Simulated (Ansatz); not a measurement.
Geometry optimisation, RKS PBE/def2-SVP in Ansatz.

The input (input.yaml):

```yaml
crystal:
  periodic: [false, false, false]
  atoms:
    - { symbol: Si, position_ang: [0.278797, -0.410593, -0.637434] }
    - { symbol: "N", position_ang: [-0.301183, 0.081119, 2.297991] }
    - { symbol: H, position_ang: [-0.978277, -0.597982, 2.676646] }
    - { symbol: H, position_ang: [-0.032355, 0.681731, 3.093027] }
    - { symbol: H, position_ang: [0.933567, -0.27103, -1.974078] }
    - { symbol: O, position_ang: [-0.422918, 1.039613, -0.225256] }
    - { symbol: H, position_ang: [-0.593349, 0.973108, 0.757515] }
    - { symbol: O, position_ang: [-0.813665, -1.678514, -0.822884] }
    - { symbol: H, position_ang: [-1.476638, -1.762457, -0.115866] }
    - { symbol: H, position_ang: [1.298759, -0.790519, 0.368309] }
    - { symbol: H, position_ang: [0.554261, -0.463076, 2.04623] }
basis:
  gaussian: { orbitals: def2-SVP }
hamiltonian:
  xc: pbe
relax:
  f_tol: 0.03
  max_steps: 50
```

Command:

```bash
$ ansatz run input.yaml --threads 2 --pin off --max-ram 3072MiB --backend cpu --events-out ev --progress --plain --runs-dir out
```

Q: Where does it end, and by what steps?

A: The run converged. The force dipped under the threshold on the way, but the program's further checks kept it going. After 17 steps the energy has fallen by 0.222 eV; H9 moved furthest, 1.04 Å.

```
step  energy less start (eV)  largest force component (eV/Å)  accepted
   0                  0.0000                           0.897       yes
   1                 -0.1101                           0.238       yes
   2                 -0.1436                           0.287       yes
   3                 -0.1719                           0.265       yes
   4                 -0.1864                           0.491       yes
   5                 -0.2075                           0.152       yes
   6                 -0.2083                           0.187       yes
   7                 -0.2177                           0.096       yes
   8                 -0.2194                           0.129       yes
   9                 -0.2172                           0.319        no
  10                 -0.2203                           0.036       yes
  11                 -0.2209                           0.023       yes
  12                 -0.2212                           0.056       yes
  13                 -0.2214                           0.039       yes
  14                 -0.2219                           0.050       yes
  15                 -0.2221                           0.047       yes
  16                 -0.2223                           0.042       yes
  17                 -0.2224                           0.020       yes
```

```xyz
11
Properties=species:S:1:pos:R:3
Si 0.191 -0.540 -0.883
N -0.190 0.328 2.727
H -0.951 -0.015 3.330
H 0.088 1.242 3.109
H 0.894 0.140 -2.017
O -0.679 0.539 0.025
H -0.554 0.462 1.022
O -0.769 -1.678 -1.668
H -1.391 -2.144 -1.083
H 1.199 -1.231 0.020
H 0.609 -0.302 2.882
```

Run time: 29 s on 2 threads of Arm Neoverse V1, with other jobs on the host, peak memory 0.12 GiB.
